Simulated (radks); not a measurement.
The numbers below are computed, except where a source is named.
The mean radii <r> (bohr) of the occupied orbitals of an atom or ion are listed with their occupations. Level of theory: Dirac Kohn-Sham, BLYP, spin-unpolarised, spherical densities, finite nucleus; Fermi nuclear charge, rms radius of each element as measured or else 0.836 A^(1/3) + 0.57 fm (a radial shooting solver on a logarithmic mesh with Libxc functionals).

orbital  occ.      <r>
1s1/2       2  0.07679
2s1/2       2   0.3590
2p1/2       2   0.3194
2p3/2       4   0.3218

Name the element and its charge. Open shells, if any, fill j = l - 1/2 first.

Answer. Z = 20, calcium, charge +10: Ca10+ in [Ne]. The 1s radius gives Z: for a bare nucleus <r> = (2 gamma + 1)/(2Z) with gamma = sqrt(1 - (Z/c)^2), 0.07446 bohr for Z = 20, and screening makes it slightly larger (0.07679 here). The occupations add up to 10, and the charge is Z minus that.
